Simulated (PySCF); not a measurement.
# Electronic structure of Cd(28+) (cadmium, charge +28) at the UHF level

Configuration: [Ar] 3d2, high-spin 3F determinant. Calculation: PySCF 2.14, in an uncontracted even-tempered set (17 s from 3.9 bohr⁻², ratio 2.5; 11 p from 5 bohr⁻², ratio 2.5; 8 d from 5 bohr⁻², ratio 2.5; 4 f from 18 bohr⁻², ratio 2.7; 3 g from 26 bohr⁻², ratio 2.7); no relativity, point nucleus.

| Item | Value |
| --- | --- |
| Total energy | -4942.293233 hartree |
| One-electron energy | -5809.3091 hartree |
| Hartree (Coulomb) energy | 974.2621 hartree |
| Exchange energy | -107.2463 hartree |
| Kinetic energy | 4942.79454 hartree |
| ⟨S²⟩ | 2.0004 |
| ⟨L²⟩ | 12.004 |
| Sum of ⟨r⟩ | 4.269 bohr |
| Sum of ⟨r²⟩ | 1.353 bohr² |
| Density at the nucleus (Gaussians lack the cusp) | 77000 bohr⁻³ |
| Spin density at the nucleus | -1.39 bohr⁻³ |

```
shell  electrons  mean orbital energy (eV)  rms radius, mean of both spins (bohr)
 1s α          1                  -27282.8                                 0.0367
 1s β          1                  -27282.6                                 0.0367
 2s α          1                   -5124.7                                  0.147
 2s β          1                   -5113.2                                  0.147
 2p α          3                   -4861.8                                  0.128
 2p β          3                   -4851.0                                  0.128
 3s α          1                   -1816.1                                  0.364
 3s β          1                   -1804.1                                  0.364
 3p α          3                   -1710.2                                  0.353
 3p β          3                   -1694.6                                  0.353
 3d α          2                   -1558.8                                  0.312
```

A non-relativistic calculation at this Z misses sizeable relativistic shifts. Spin-orbit coupling, absent here, splits the open shell strongly.

Spin-orbit constants ζ (cm⁻¹) from the X2C one-electron operator on these orbitals (non-relativistic here): bare nucleus, nucleus screened by l(l+1)(2l+1)/3 electrons, and screened by the Breit-Pauli mean field of the electrons.

```json
{"shell": "2p", "bare": "915100", "screened nucleus": "877000", "mean field": "858400"}
{"shell": "3p", "bare": "196900", "screened nucleus": "188700", "mean field": "184500"}
{"shell": "3d", "bare": "36190", "screened nucleus": "28650", "mean field": "28380"}
```

To first order the Landé constant is A = 14190 cm⁻¹, so the lowest level has J = 2 and lies 7.04 eV below the centre of the term. This holds in LS coupling only.
